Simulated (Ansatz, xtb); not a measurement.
**Isomers of H5NSSiZn in order of energy**

4 gas-phase structures of H5NSSiZn, found in a search over its isomers (lower ones may exist). Each was relaxed with GFN2-xTB; where two conformers were screened, the lower at r2SCAN-D4/def2-SVP is listed:

A. `N[SiH2][Zn][SH]`, a singlet
B. `[SiH3][NH][Zn][SH]`, a singlet
C. a singlet given by its coordinates
D. a singlet given by its coordinates

C (Å):

```xyz
9

N    -0.7406   -0.6870    1.2470
S     1.4855    0.1505   -0.5765
Si   -0.5130    0.5072   -0.0937
Zn    1.4334   -1.2428    1.2511
H    -1.3470   -1.4500    0.9648
H    -1.1831   -0.2805    2.0640
H    -0.7810    1.8082    0.5083
H    -1.4513    0.1528   -1.1501
H     2.0938   -2.1282    2.2558
```

Close contacts (Å): N1–Si3 1.81, N1–Zn4 2.24, S2–Si3 2.09, S2–Zn4 2.30, Si3–Zn4 2.94, N1–H5 1.01, N1–H6 1.01, Si3–H7 1.46, Si3–H8 1.46, Zn4–H9 1.49.

D (Å):

```tsv
atom	x (Å)	y (Å)	z (Å)
N	0.2623	0.7758	-0.4305
S	-0.6491	0.0214	-3.0850
Si	0.2374	1.6786	-1.8437
Zn	-0.3156	-1.0399	-0.8491
H	-1.9108	0.3717	-2.8991
H	-0.7470	2.7452	-2.0218
H	1.4569	1.9555	-2.5973
H	0.6034	1.2173	0.4108
H	-0.5178	-2.4383	-0.4149
```

Close contacts (Å): N1–Si3 1.68, N1–Zn4 1.95, S2–Si3 2.25, S2–Zn4 2.50, N1–H8 1.01, S2–H5 1.32, Si3–H6 1.46, Si3–H7 1.46, Zn4–H9 1.48.

Make a reasoned guess at their ranking by r2SCAN-D4/def2-SVP single-point energy.

Calculated order at r2SCAN-D4/def2-SVP: C (0.000), B (0.999), D (1.110), A (1.469) eV.

Energies above the lowest of each column, in eV; the last columns are at PBE0-D3(BJ)/def2-SVP geometries and were run for some of them only (a dash: not run or not comparable):

```
structure  GFN2-xTB  HF/STO-3G  r2SCAN-D4/def2-SVP  PBE0-D3(BJ)/def2-SVP  CCSD(T)/def2-SVP + ΔMP2/def2-TZVPP
        C     0.000      1.002               0.000                 0.000                               0.000
        B     1.368      0.125               0.999                 0.946                               0.684
        D     0.331      2.680               1.110                     –                                   –
        A     1.320      0.000               1.469                     –                                   –
```

CCSD(T)/def2-SVP + ΔMP2/def2-TZVPP puts C lowest of those it was run on; HF/STO-3G picks A. Some further structures that were screened fall inside this span and aren't listed. Flexible structures stand in one conformer each, not always the lowest. Frequencies (PBE0-D3(BJ)/def2-SVP) were run for B, C alone. ΔMP2 is the change of the MP2 energy from the smaller to the larger basis.

Over these structures GFN2-xTB departs from r2SCAN-D4/def2-SVP by 0.324 eV on average once a common shift is removed. A GFN2-xTB relaxation took about 0.2 s and the r2SCAN-D4/def2-SVP energy about 2.4 s on a shared host (Ansatz 0.2.0, xtb 6.7.1).
